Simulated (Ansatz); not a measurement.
H$_{2}$OSZn, SMILES `[OH][Zn][SH]`, relaxed with RKS PBE0-D4/def2-TZVP in Ansatz 0.2.0 from a PBE-D4/def2-SVP geometry. The force threshold is 0.005 eV/Å; the program also tests the step.

Charge 0, multiplicity 1.

Start:

```xyz
5

O     0.279    0.420   -1.833
Zn    0.205    0.223   -0.060
S     0.258   -0.053    2.095
H    -0.567    0.753   -2.187
H    -0.176   -1.342    1.985
```

```
step  energy (eV)  largest force (eV/Å)  largest move (Å)
   1  -61324.8520                 0.828             0.000
   2  -61324.8681                 0.288             0.017
   3  -61324.8717                 0.095             0.022
   4  -61324.8723                 0.182             0.029
   5  -61324.8732                 0.012             0.025
   6  -61324.8732                 0.002             0.007
```

End:

```xyz
5

O     0.258    0.429   -1.810
Zn    0.195    0.212   -0.051
S     0.263   -0.063    2.079
H    -0.546    0.756   -2.217
H    -0.170   -1.334    2.000
```

Hardware: 2 threads of an AMD EPYC 7R13 on a shared host. Wall time 17 s, peak host memory 0.28 GiB.
